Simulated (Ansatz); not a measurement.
Basis-set extrapolation for `OB(F)C1=CO1` (PBE0-D4/def2-TZVP geometry, frozen core, Ansatz). Multiplicity 1, RHF reference.

```csv
,def2-TZVPP,def2-QZVPP
HF,-350.880073,-350.895934
MP2 correlation,-1.116853,-1.205267
CCSD(T) correlation,-1.175468,not run
```

Energies in hartree. Use E(X) = E(∞) + A·exp(−7.88·√X) for Hartree–Fock and E(X) = E(∞) + B·X^(−2.97) for correlation, with X = 3 and 4, and add CCSD(T) minus MP2 of the smaller set to the MP2 limit.

**Question.** What is the CCSD(T) energy at the basis-set limit?

**Answer.** HF limit: -350.895934 + (-0.015861) × 0.13774 = -350.89812. MP2 limit: -1.205267 + (-0.088414) × 0.74074 = -1.27076. Higher-order term: -1.175468 − (-1.116853) = -0.05861. Total: -352.22749 hartree, 107.9 kcal/mol below CCSD(T)/def2-TZVPP.
